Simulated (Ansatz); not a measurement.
**Be, singlet: CASSCF and its corrections**

Program: Ansatz, Gaussian basis, development build. Basis cc-pVTZ, nonrelativistic, no frozen core. State-specific CASSCF; RHF is the lowest restricted (open-shell) Hartree–Fock solution met. Solutions may break the symmetry of the shape. Lower solutions, or ones in other orbitals, may exist.

System: a free atom or ion.

**Question.** What do CASSCF and its corrections give against RHF in CAS(2,4), and what are the occupations?

**Answer.** CASSCF -1.185 eV, SC-NEVPT2 -1.352 eV; occupations 1.80, 0.07, 0.07, 0.07.
